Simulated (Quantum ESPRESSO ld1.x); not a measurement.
Species: neutral caesium. Configuration: [Xe] 6s1 (the NIST ground configuration). Calculated with ld1.x of Quantum ESPRESSO 7.5: Dirac Kohn-Sham, PBE, spin-unpolarised, spherical densities, point nucleus. Some entries of the table are withheld. Estimate them.

| orbital | occ. | eigenvalue (hartree) | <r> (bohr) |
|---|---|---|---|
| 1s1/2 | 2 | -1314.59 | 0.02611 |
| 2s1/2 | 2 | -206.129 | 0.1117 |
| 2p1/2 | 2 | -193.910 | 0.09403 |
| 2p3/2 | 4 | -180.964 | 0.09992 |
| 3s1/2 | 2 | -42.8536 | 0.2987 |
| 3p1/2 | 2 | -37.7519 | 0.2887 |
| 3p3/2 | 4 | -35.2710 | 0.3005 |
| 3d3/2 | 4 | -26.3113 | 0.2714 |
| 3d5/2 | 6 | -25.7847 | 0.2751 |
| 4s1/2 | 2 | -8.08645 | 0.6947 |
| 4p1/2 | 2 | (1) | 0.7207 |
| 4p3/2 | 4 | (2) | 0.7481 |
| 4d3/2 | 4 | (3) | 0.8307 |
| 4d5/2 | 6 | (4) | 0.8411 |
| 5s1/2 | 2 | -0.98110 | 1.742 |
| 5p1/2 | 2 | -0.53806 | 2.022 |
| 5p3/2 | 4 | -0.47819 | 2.119 |
| 6s1/2 | 1 | -0.07666 | 5.690 |
| 6p1/2 | 0 | -0.02889 | 7.886 |
| 6p3/2 | 0 | -0.02638 | 8.195 |
| 5d3/2 | 0 | -0.01494 | 6.085 |
| 5d5/2 | 0 | -0.01360 | 6.316 |

Answer. 
(1) 4p1/2 eigenvalue (hartree): -6.25602
(2) 4p3/2 eigenvalue (hartree): -5.75004
(3) 4d3/2 eigenvalue (hartree): -2.77512
(4) 4d5/2 eigenvalue (hartree): -2.69117
